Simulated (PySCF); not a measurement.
**Orbital energies and ionisation energy**

C8H7Br.
Atom-mapped SMILES: `[Br:1][C@:2]12[C@H:3]3[C@@H:4]4[C@@H:5]5[C@H:6]3[C@H:7]1[C@@H:8]5[C@H:9]24` (hydrogens: H10 on C3; H11 on C4; H12 on C5; H13 on C6; H14 on C7; H15 on C8; H16 on C9)

Geometry (PBE0-D3(BJ)/def2-SVP, Å), atoms numbered from 1 in this order:
```
atom  x, y, z in Å
Br1    0.435   -1.552   -0.930
C2     0.582    0.044    0.107
C3    -0.578    0.659    0.935
C4     0.414    0.871    2.120
C5     0.783    2.278    1.559
C6    -0.203    2.064    0.370
C7     0.950    1.437   -0.472
C8     1.934    1.644    0.720
C9     1.572    0.237    1.288
H10   -1.588    0.241    1.007
H11    0.197    0.639    3.170
H12    0.865    3.195    2.155
H13   -0.923    2.802   -0.004
H14    1.164    1.641   -1.528
H15    2.953    2.042    0.631
H16    2.282   -0.519    1.641
```

Level: B3LYP/def2-SVPD (PySCF). Frontier orbitals with their largest atomic shares (Löwdin; up to four atoms above 4 %):

| orbital | ε (eV) | main atoms |
| --- | --- | --- |
| HOMO−3 | -7.76 | C5 16 %, C7 14 %, C8 14 %, C4 10 % |
| HOMO−2 | -7.76 | C5 16 %, C3 16 %, C6 12 %, C8 11 % |
| HOMO−1 | -7.17 | ? |
| HOMO | -7.17 | ? |
| LUMO | -0.17 | Br1 48 %, C2 18 % |
| LUMO+1 | 0.40 | C5 13 %, H12 9 %, C8 8 %, C4 8 % |
| LUMO+2 | 0.56 | C8 11 %, Br1 9 %, C4 8 %, C6 7 % |

Question: What vertical ionisation energy does ΔSCF give, and how far is −ε(HOMO) from it?

Answer: ΔSCF: 9.23 eV (890 kJ/mol; threshold wavelength 134 nm); ⟨S²⟩ of the doublet left behind is 0.752, against 0.75 for a pure doublet. −ε(HOMO) is 7.17 eV, 2.06 eV below it. In exact Kohn–Sham theory the two would be equal; B3LYP (global hybrid, 20 % exact exchange) falls short of its own ΔSCF value by 22 %. Holes in the HOMO−1 and HOMO−2 were tried too where these lie within 1.2 eV of the HOMO; the lowest converged state counts.

Question: On which atoms does the HOMO lie?

Answer: HOMO: Br1 54 %, C2 13 %, C3 11 %, C7 5 %; HOMO−1: Br1 54 %, C2 13 %, C9 9 %, C7 8 %. These 2 orbitals lie within 0.02 eV of one another; within a degenerate set any mixture serves as well, and the shares of a single orbital can change with the mixture. The HOMO−2 lies 0.59 eV lower.

Question: With α = 99.1 au, estimate the like-pair dispersion coefficient by London's formula C6 = (3/4)α²I.

Answer: I = 0.3391 Eh, so C6 ≈ 2500 au, a rough estimate.

Question: How many of the 10 lowest singlet excitations (vertical TDDFT, same level) lie below the ionisation energy?

Answer: All 10; they run from 5.91 to 6.84 eV.

Geometry: PBE0-D3(BJ)/def2-SVP; no solvent, vibrations or thermal averaging. The calculation is non-relativistic, for bromine too.
